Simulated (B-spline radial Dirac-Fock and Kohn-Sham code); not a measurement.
**Binding energies of V⁺ at several levels of theory**

System: the V⁺ ion in the configuration [Ar] 3d4.

The density-functional columns are spherical, spin-unpolarised Dirac-Kohn-Sham results without Breit or QED terms: −ε is minus the orbital energy of the initial state and ΔSCF the difference of two total energies. The reference in the last column comes from ΔSCF Dirac-Fock with Breit, self-energy and vacuum polarisation, finite nucleus, configuration average. All numbers are from a B-spline atomic structure program, in eV; a selection of levels is shown.

```
level  PBE −ε  PBE ΔSCF  LDA −ε  LDA ΔSCF  Dirac-Fock
    K  5366.8    5501.7  5353.3    5487.7      5479.1
   L1   604.8     625.7   603.3     624.3       642.2
   L2   510.1     535.1   509.8     534.9       534.3
   L3   503.0     527.7   502.7     527.5       527.4
   M1   73.17     80.49   72.86     80.19       85.75
   M2   47.72     54.80   47.72     54.81       54.68
   M3   46.90     53.96   46.90     53.96       53.90
 M4,5    8.99     14.83    9.26     15.11       12.58
```

Question: Order the estimates of the K (1s) level by their distance from the Dirac-Fock value, nearest first.
A. PBE −ε
B. LDA −ε
C. PBE ΔSCF
D. LDA ΔSCF

Answer: D (8.7 eV), C (22.6 eV), A (112.2 eV), B (125.7 eV).

Values without a named source are computed, but for edge energies of neutral atoms, which are taken from tables.
